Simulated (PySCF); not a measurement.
**Computed properties of B(H)(Me)(OEt) (C₃H₉BO), SMILES C(C)OBC**

B(H)(Me)(OEt) (C3H9BO), SMILES C(C)OBC. The structure is a stationary point at B3LYP-D3(BJ)/def2-SVP. The structure was generated by enumeration, and PubChem lists no compound with its InChIKey, so it may never have been made. Other conformers were not sampled. All values are computed for the isolated molecule unless a solvent is named; none is compared with measurement here.

**Structure.** All 36 harmonic modes at B3LYP-D3(BJ)/def2-SVP (PySCF) are real, so it is a minimum. With heavy atoms numbered as in [BH:1]([CH3:3])[O:7][CH2:8][CH3:9], the shortest bond between them is B1–O7 at 1.351 Å and the longest B1–C3 at 1.576 Å.

**Vibrations.** The strongest infrared lines (harmonic, unscaled, degenerate partners summed) lie at 2566 cm⁻¹ (204 km/mol, H 91 %, B 9 %), 1366 cm⁻¹ (190 km/mol, H 65 %, C 18 %, B 11 %), 1473 cm⁻¹ (102 km/mol, H 64 %, B 20 %, O 9 %). The softest mode is at 57 cm⁻¹ and the zero-point energy is 75.4 kcal/mol.

**Electronic structure.** HF/def2-TZVP (PySCF) places the frontier levels at -11.70 and 3.32 eV, a gap of 15.02 eV, and gives a dipole moment of 1.84 D and a mean polarisability of 51.9 bohr³. PBE/def2-TZVP (PySCF) at the same geometry gives -6.64 and -0.73 eV, so its gap is 9.11 eV narrower. An orbital gap is neither the optical nor the fundamental gap.

**Excitations.** TDA-M06-2X/def2-SVPD (PySCF) has S1 at 6.57 eV (189 nm, f = 0.001, dark); the most intense of the 10 singlets computed lies at 8.60 eV (f = 0.16). T1 (TDA) is at 6.19 eV, 0.38 eV under S1. TDA-PBE/def2-SVPD (PySCF) puts S1 at 6.06 eV. No vertical singlet excitation falls in the visible range (under 3.1 eV).

**NMR.** GIAO shifts at PBE0/pcSseg-1 (PySCF) (non-relativistic, atoms alike by connectivity averaged): ¹³C from 5.7 to 65.5 ppm against TMS; ¹H from 0.8 to 5.6 ppm against TMS; ¹¹B at 37.7 ppm against BF3.
